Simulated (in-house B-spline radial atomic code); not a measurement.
Radial electron density of Ti IV (Ti3+), [Ar] 3d1. Level of theory: scalar-relativistic (X2C) LDA exchange-only, spin-polarised, spherical fractional occupations, Fermi nucleus of rms radius 3.5921 fm; calculated with a radial B-spline atomic code at the basis-set limit.

Columns: r (bohr), 4πr²n(r) (electrons per bohr), bar.

```
 0.00269   0.6963 #
 0.00322   0.9588 ##
 0.00386    1.318 ##
 0.00462    1.798 ###
 0.00554    2.446 ####
 0.00664    3.301 #####
 0.00795    4.406 #######
 0.00953    5.831 #########
  0.0114    7.593 ############
  0.0137      9.8 ################
  0.0164    12.35 ####################
  0.0196    15.18 ########################
  0.0235    18.25 #############################
  0.0282    21.26 ##################################
  0.0337    23.79 ######################################
  0.0404    25.54 #########################################
  0.0484    26.11 ##########################################
   0.058    25.37 ########################################
  0.0695    23.54 ######################################
  0.0833    21.33 ##################################
  0.0998    19.77 ################################
    0.12    19.84 ################################
   0.143    21.79 ###################################
   0.172    25.02 ########################################
   0.206    27.57 ############################################
   0.246    27.58 ############################################
   0.295    24.13 ######################################
   0.354    18.08 #############################
   0.424    12.05 ###################
   0.508    8.437 #############
   0.608    7.985 #############
   0.729    9.264 ###############
   0.873    9.996 ################
    1.05     8.87 ##############
    1.25    6.431 ##########
     1.5    3.678 ######
     1.8    1.668 ###
    2.15   0.6165 #
    2.58   0.1784 
    3.09  0.04309 
     3.7 0.008639 
    4.44 0.001319
```

On this grid the curve has 3 maxima, near 0.0484, 0.246, 0.873 bohr.

The 3d up radial function P(r) = rR(r), positive near the nucleus:

| r (bohr) | P |
| --- | --- |
| 0.0282 | 0.001348 |
| 0.0404 | 0.00362 |
| 0.058 | 0.009471 |
| 0.0833 | 0.02374 |
| 0.12 | 0.05651 |
| 0.172 | 0.1231 |
| 0.246 | 0.2426 |
| 0.354 | 0.4289 |
| 0.508 | 0.6514 |
| 0.729 | 0.8289 |
| 1.05 | 0.8555 |
| 1.5 | 0.6976 |
| 2.15 | 0.4227 |
| 3.09 | 0.1666 |
| 4.44 | 0.03514 |
